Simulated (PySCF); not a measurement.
# A small calculation by hand: oscillator strength and radiative lifetime

Al(Cl)(Me)(SMe) (C₂H₆AlClS), SMILES C[S][Al]([CH3])[Cl].

Coordinates come from a B3LYP-D3(BJ)/def2-SVP optimisation. The structure was generated by enumeration; whether it is a known compound was not checked. Other conformers were not sampled.

TDA-PBE0/def2-SVPD (PySCF) puts the first singlet state with f over 0.02 at 5.51 eV (vertical), with the transition dipole (0.384, -0.143, 0.281) in atomic units.

**Question.** Find the oscillator strength, the wavelength and the radiative lifetime that this transition would have in vacuum if emission retraced absorption.

**Answer.** 
|μ|² = 0.2469 au, so |μ| = 1.26 D. ΔE = 5.51/27.211 = 0.2025 hartree. f = (2/3) ΔE |μ|² = 0.033 (the program prints 0.033).
λ = 1239.84/5.51 = 225 nm; ν = 44441 cm⁻¹.
Einstein's coefficient A = 0.6670 ν² f s⁻¹ (ν in cm⁻¹) = 4.4e7 s⁻¹, so τ = 1/A = 23 ns. This state is S1. The figure is the radiative limit of this one transition; relaxation, internal conversion, crossing to triplets and a medium change what is measured.
